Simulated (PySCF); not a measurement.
Isomers of C5H12OP2, mass 150.036 u with the commonest isotopes. The calculation used PBE0/pcSseg-1 in PySCF (dipole) on a GFN2-xTB geometry, gas phase. One conformer each, none proved a minimum here; rigid rotors.

**Question.** Order these by radius of gyration √(Σ m r²/M), smallest first.
A. `[PH2:1][CH2:2][P:3]1[CH2:4][CH2:5][O:6][CH2:7][CH2:8]1` with H–P1–C2–P3 44° and -48°, P1–C2–P3–C4 82°, C2–P3–C4–C5 154°, P3–C4–C5–O6 -65°, C4–C5–O6–C7 66°, C5–O6–C7–C8 -66°
B. `[O:1]=[P:2]1([PH2:3])[CH2:4][CH2:5][CH2:6][CH2:7][CH2:8]1` with O1–P2–P3–H -46° and 46°, O1–P2–C4–C5 174°, P2–C4–C5–C6 -60°, C4–C5–C6–C7 66°, C5–C6–C7–C8 -66°
C. `[CH3:1]/[CH:2]=[CH:3]/[P@@H:4](=[O:5])[CH2:6][PH:7][CH3:8]` with C2–C3–P4–O5 -3°, C3–P4–C6–P7 161°, P4–C6–P7–C8 82°
D. `[CH3:1]/[CH:2]=[CH:3]\[P@H:4](=[O:5])[P:6]([CH3:7])[CH3:8]` with C2–C3–P4–O5 -175°, C3–P4–P6–C7 79°

**Answer.** B (1.955 Å), D (2.102 Å), A (2.303 Å), C (2.497 Å).

**Question.** Order these by rotational constant A, smallest first.
A. `[PH2:1][CH2:2][P:3]1[CH2:4][CH2:5][O:6][CH2:7][CH2:8]1` with H–P1–C2–P3 44° and -48°, P1–C2–P3–C4 82°, C2–P3–C4–C5 154°, P3–C4–C5–O6 -65°, C4–C5–O6–C7 66°, C5–O6–C7–C8 -66°
B. `[CH3:1]/[CH:2]=[CH:3]/[P@@H:4](=[O:5])[CH2:6][PH:7][CH3:8]` with C2–C3–P4–O5 -3°, C3–P4–C6–P7 161°, P4–C6–P7–C8 82°
C. `[CH3:1]/[CH:2]=[CH:3]\[P@H:4](=[O:5])[P:6]([CH3:7])[CH3:8]` with C2–C3–P4–O5 -175°, C3–P4–P6–C7 79°
D. `[O:1]=[P:2]1([PH2:3])[CH2:4][CH2:5][CH2:6][CH2:7][CH2:8]1` with O1–P2–P3–H -46° and 46°, O1–P2–C4–C5 174°, P2–C4–C5–C6 -60°, C4–C5–C6–C7 66°, C5–C6–C7–C8 -66°

**Answer.** D (1913 MHz), C (1998 MHz), A (3389 MHz), B (3944 MHz).

**Question.** Order these by out-of-plane moment Σ m c² = (Ia + Ib − Ic)/2, smallest first.
A. `[CH3:1]/[CH:2]=[CH:3]/[P@@H:4](=[O:5])[CH2:6][PH:7][CH3:8]` with C2–C3–P4–O5 -3°, C3–P4–C6–P7 161°, P4–C6–P7–C8 82°
B. `[CH3:1]/[CH:2]=[CH:3]\[P@H:4](=[O:5])[P:6]([CH3:7])[CH3:8]` with C2–C3–P4–O5 -175°, C3–P4–P6–C7 79°
C. `[O:1]=[P:2]1([PH2:3])[CH2:4][CH2:5][CH2:6][CH2:7][CH2:8]1` with O1–P2–P3–H -46° and 46°, O1–P2–C4–C5 174°, P2–C4–C5–C6 -60°, C4–C5–C6–C7 66°, C5–C6–C7–C8 -66°
D. `[PH2:1][CH2:2][P:3]1[CH2:4][CH2:5][O:6][CH2:7][CH2:8]1` with H–P1–C2–P3 44° and -48°, P1–C2–P3–C4 82°, C2–P3–C4–C5 154°, P3–C4–C5–O6 -65°, C4–C5–O6–C7 66°, C5–O6–C7–C8 -66°

**Answer.** D (30.38 u·Å²), A (33.93 u·Å²), B (84.31 u·Å²), C (117.06 u·Å²).

```
              SMILES  point group  Ia (u·Å²)  Ib (u·Å²)  Ic (u·Å²)      κ  μa (D)  μb (D)  μc (D)
C/C=C\[P@H](=O)P(C)C           C1     252.92     494.13     578.42  -0.73    1.65    2.92    0.04
 C/C=C/[P@@H](=O)CPC           C1     128.14     841.00     901.29  -0.98    1.59    2.90    1.37
       O=P1(P)CCCCC1           Cs     264.12     426.39     456.39  -0.81    3.04    1.90    0.00
          PCP1CCOCC1           C1     149.11     676.83     765.17  -0.94    0.45    0.32    0.03
```
